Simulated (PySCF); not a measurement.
# One molecule, several mistakes: Al2H3 cation

Calculated results; nothing here was measured. They come from PySCF 2.14.0, an open-source quantum chemistry program, on an isolated molecule that a program drew, which may never have been made. The molecule is Al2H3 cation (charge +1, singlet), drawn as the SMILES string `[AlH+][AlH2]`.

Each row is a Hartree-Fock (HF) and frozen-core CCSD(T) single point in the cc-pV(D+d)Z basis, meant for a local HF minimum. Run 1 is clean. Each other run has one planted mistake out of seven kinds, and not every kind appears here: one electron removed, one electron added, multiplicity raised by two, geometry at a saddle point, minimal basis STO-3G, one bond length entered in bohr, all coordinates scaled. The reference is restricted for singlets and unrestricted otherwise, and also for a bond in bohr. Adding or removing an electron swaps singlet and doublet. Electrons count all cores. HOMO and LUMO are orbital energies over both spins, the gradient is its largest component, and the lowest frequency (negative if imaginary) is given only where the gradient is small. Bond lengths are over the 4 bonds as drawn. T1 is the CCSD diagnostic: over 0.02 (restricted) or 0.045 (unrestricted) a single reference is doubtful.

Geometry of the clean run:
```xyz
5
Al2H3 cation, angstrom
Al   -0.6019    1.4863    3.0333
Al   -1.5321   -0.5962    1.5613
H    -0.0662    2.6844    3.8809
H    -1.0242   -1.9654    2.0997
H    -2.4406   -0.1231    0.3893
```

```
run  electrons  basis functions  <S^2>  HOMO (eV)  LUMO (eV)  gradient (hartree/bohr)  lowest frequency (cm^-1)  mean bond (Å)  longest bond (Å)      T1  HF (hartree)  CCSD(T) (hartree)                     mistake
  1         28               61  0.000     -15.24      -5.21                  1.5e-05                       302         1.8475             2.715  0.0127    -485.30893         -485.45134                    no fault
  2         29               61  0.768      -5.99       0.58                  3.1e-02                         -         1.8475             2.715  0.0245    -485.51409         -485.67323          one electron added
  3         28               61  2.007     -12.53      -7.20                  1.3e-02                         -         1.8475             2.715  0.0277    -485.21336         -485.34385  multiplicity raised by two
  4         28               61  0.000     -15.00      -5.11                  1.6e-02                         -         1.9214             2.823  0.0136    -485.30482         -485.44821      all coordinates scaled
  5         27               61  0.802     -21.83     -13.78                  4.8e-02                         -         1.8475             2.715  0.0258    -484.77643         -484.89638                           ?
  6         28               61  0.896     -13.17      -5.31                  7.4e-03                         -         2.1937             2.941  0.0629    -485.21519         -485.34289                           ?
```

**Which mistake was planted in run 5, and what did it cost?**

It counts 27 electrons, one fewer than the clean run, at the same geometry and basis. So the mistake is: one electron removed. Subtracting run 1 and multiplying by 627.51 kcal/mol a hartree, the energy moved by 334.1 kcal/mol in HF and 348.2 kcal/mol in CCSD(T).

**Which mistake was planted in run 6, and what did it cost?**

The mean bond changes by a factor of 1.187 and the longest by 1.083, so the molecule wasn't scaled as a whole. A length L in bohr read as angstrom grows by (1/0.5292 - 1) L = 0.890 L. The 4 bonds together grew by 4 x 0.3462 = 1.385 Å, which gives L = 1.556 Å. That is the length of one of the Al-H bonds, 1.557 Å in the clean geometry. So the mistake is: one bond length entered in bohr. Subtracting run 1 and multiplying by 627.51 kcal/mol a hartree, the energy moved by 58.8 kcal/mol in HF and 68.1 kcal/mol in CCSD(T).

Cautions from the logs. Run 6: T1 is over the limit, so its CCSD(T) energy is less reliable.
